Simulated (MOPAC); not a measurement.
MOPAC input (AM1):

```
AM1 1SCF GEO-OK AUX(PRECISION=9) THREADS=1
ClK

K    -0.00000000 1   -0.00000000 1   -1.27568738 1
Cl    0.00000000 1    0.00000000 1    1.42576825 1
```

Output:

```
 *******************************************************************************
 **                                                                           **
 **                              MOPAC v23.2.5                                **
 **                                                                           **
 *******************************************************************************
 ** MOPAC's Digital Object Identifier: https://doi.org/10.5281/zenodo.6511958 **
 **                                                                           **
 ** Please cite the open-source release paper for use of this MOPAC version:  **
 ** J. E. Moussa and J. J. P. Stewart (2026)                                  **
 ** MOPAC: An open-source semiempirical molecular orbital program             **
 ** J. Open Source Softw., 11(119), 8025, https://doi.org/10.21105/joss.08025 **
 *******************************************************************************

                              AM1 CALCULATION RESULTS

 *******************************************************************************
 *  AM1        - The AM1 Hamiltonian to be used
 *  GEO-OK     - OVERRIDE INTERATOMIC DISTANCE AND OTHER SAFETY CHECKS
 *  1SCF       - DO 1 SCF AND THEN STOP
 *  AUX        - OUTPUT AUXILIARY INFORMATION
 *******************************************************************************
AM1 1SCF GEO-OK AUX(PRECISION=9) THREADS=1
 ClK

   ATOM   CHEMICAL          X               Y               Z
  NUMBER   SYMBOL      (ANGSTROMS)     (ANGSTROMS)     (ANGSTROMS)

     1       K         -0.00000000  *  -0.00000000  *  -1.27568738  *
     2      Cl          0.00000000  *   0.00000000  *   1.42576825  *

          CARTESIAN COORDINATES

    NO.       ATOM           X           Y           Z

     1         K         -0.0000     -0.0000     -1.2757
     2        Cl          0.0000      0.0000      1.4258

 Cl: (AM1): M.J.S. DEWAR AND E. G. ZOEBISCH, THEOCHEM, 180, 1 (1988).
  K: (AM1): J. J. P. STEWART, J. MOL. MOD., 10, 155-164 (2004)

           Empirical Formula: K Cl  =     2 atoms

      MOLECULAR POINT GROUP   :   C*v

      RHF CALCULATION, NO. OF DOUBLY OCCUPIED LEVELS = 4

 -------------------------------------------------------------------------------
 AM1 1SCF GEO-OK AUX(PRECISION=9) THREADS=1
 ClK

     1SCF WAS SPECIFIED, SO BFGS WAS NOT USED
     SCF FIELD WAS ACHIEVED

                              AM1 CALCULATION
                                                       MOPAC v23.2.5 Linux

          FINAL HEAT OF FORMATION =        -44.78345 KCAL/MOL =    -187.37395 KJ/MOL

          COSMO AREA              =        142.88 SQUARE ANGSTROMS
          COSMO VOLUME            =        155.29 CUBIC ANGSTROMS

          IONIZATION POTENTIAL    =          9.097246 EV
          HOMO LUMO ENERGIES (EV) =         -9.097 -0.563
          NO. OF FILLED LEVELS    =          4
          MOLECULAR WEIGHT        =         74.5513         POINT GROUP:  C*v

          MOLECULAR DIMENSIONS (Angstroms)

            Atom       Atom       Distance
           Cl     2    K     1     2.70146
           Cl     2    K     1     0.00000
            K     1   Cl     2     0.00000

          SCF CALCULATIONS        =          1

   ATOM   CHEMICAL          X               Y               Z
  NUMBER   SYMBOL      (ANGSTROMS)     (ANGSTROMS)     (ANGSTROMS)

     1       K         -0.00000000  *  -0.00000000  *  -1.27568738  *
     2      Cl          0.00000000  *   0.00000000  *   1.42576825  *

                             CARTESIAN COORDINATES

   1    K       -0.000000000    -0.000000000    -1.275687380
   2   Cl        0.000000000     0.000000000     1.425768250

           Empirical Formula: K Cl  =     2 atoms

      MOLECULAR POINT GROUP   :   C*v

                  EIGENVALUES
 -32.18847  -9.67010  -9.09725  -9.09725  -0.56297   1.41954   1.41954   3.67418

              NET ATOMIC CHARGES AND DIPOLE CONTRIBUTIONS

  ATOM NO.   TYPE          CHARGE      No. of ELECS.   s-Pop       p-Pop
    1          K           0.651588        0.3484     0.12166     0.22676
    2         Cl          -0.651588        7.6516     1.97605     5.67554
 DIPOLE           X         Y         Z       TOTAL
 POINT-CHG.     0.000     0.000    -8.455     8.455
 HYBRID        -0.000    -0.000    -1.403     1.403
 SUM           -0.000    -0.000    -9.858     9.858

          ATOMIC ORBITAL ELECTRON POPULATIONS

     Atom    s        px        py        pz
    1  K   0.12166   0.05785   0.05785   0.11105
    2 Cl   1.97605   1.94215   1.94215   1.79125

 **********************
 *                    *
 * JOB ENDED NORMALLY *
 *                    *
 **********************

 == MOPAC DONE ==
```
